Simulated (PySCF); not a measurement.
# Stretching AlGa

Set-up: basis Al x2c-SVPall, Ga x2c-SVPall; spin-free X2C with a Gaussian nucleus; PySCF 2.14. Energies in eV from Al + Ga in their ground configurations at the same level. State: ³Π (triplet), unpaired electrons σ ↑, π ↑.

All columns are CAM-B3LYP. A positive dipole means Al(−)Ga(+).

```json
{"R (Å)": "2.326", "E (eV)": "-0.873", "μ (D)": "-0.08", "Mulliken charge on Al (basis-dependent)": "0.05", "HOMO (eV)": "-5.63", "LUMO (eV)": "-2.13", "Mayer bond order": "1.20", "⟨S²⟩": "2.01"}
{"R (Å)": "2.434", "E (eV)": "-1.086", "μ (D)": "-0.05", "Mulliken charge on Al (basis-dependent)": "0.05", "HOMO (eV)": "-5.63", "LUMO (eV)": "-1.99", "Mayer bond order": "1.17", "⟨S²⟩": "2.01"}
{"R (Å)": "2.543", "E (eV)": "-1.200", "μ (D)": "-0.02", "Mulliken charge on Al (basis-dependent)": "0.05", "HOMO (eV)": "-5.46", "LUMO (eV)": "-1.87", "Mayer bond order": "1.15", "⟨S²⟩": "2.01"}
{"R (Å)": "2.624", "E (eV)": "-1.236", "μ (D)": "0.00", "Mulliken charge on Al (basis-dependent)": "0.05", "HOMO (eV)": "-5.34", "LUMO (eV)": "-1.79", "Mayer bond order": "1.13", "⟨S²⟩": "2.01"}
{"R (Å)": "2.705", "E (eV)": "-1.242", "μ (D)": "0.03", "Mulliken charge on Al (basis-dependent)": "0.04", "HOMO (eV)": "-5.22", "LUMO (eV)": "-1.71", "Mayer bond order": "1.12", "⟨S²⟩": "2.01"}
{"R (Å)": "2.786", "E (eV)": "-1.225", "μ (D)": "0.06", "Mulliken charge on Al (basis-dependent)": "0.04", "HOMO (eV)": "-5.12", "LUMO (eV)": "-1.64", "Mayer bond order": "1.10", "⟨S²⟩": "2.01"}
{"R (Å)": "2.894", "E (eV)": "-1.174", "μ (D)": "0.10", "Mulliken charge on Al (basis-dependent)": "0.03", "HOMO (eV)": "-4.99", "LUMO (eV)": "-1.56", "Mayer bond order": "1.09", "⟨S²⟩": "2.01"}
{"R (Å)": "3.030", "E (eV)": "-1.082", "μ (D)": "0.15", "Mulliken charge on Al (basis-dependent)": "0.03", "HOMO (eV)": "-4.84", "LUMO (eV)": "-1.47", "Mayer bond order": "1.08", "⟨S²⟩": "2.01"}
{"R (Å)": "3.192", "E (eV)": "-0.945", "μ (D)": "0.20", "Mulliken charge on Al (basis-dependent)": "0.02", "HOMO (eV)": "-4.69", "LUMO (eV)": "-1.38", "Mayer bond order": "1.06", "⟨S²⟩": "2.01"}
{"R (Å)": "3.408", "E (eV)": "-0.744", "μ (D)": "0.25", "Mulliken charge on Al (basis-dependent)": "0.01", "HOMO (eV)": "-4.51", "LUMO (eV)": "-1.28", "Mayer bond order": "1.05", "⟨S²⟩": "2.01"}
```

A fit through these points gives, at Re = 2.682 Å, μ = 0.02 D and dμ/dR = 0.366 D/Å; the reduced mass is 19.39 u.

Task: How strong is the fundamental in the double-harmonic approximation, I = 42.26·(dμ/dR)²/μred km/mol?

Result: I = 42.26·(0.366)²/19.39 = 0.292 km/mol at CAM-B3LYP.

Spin–orbit coupling is left out. The state was picked by a PBE0 search and need not be the measured ground state.
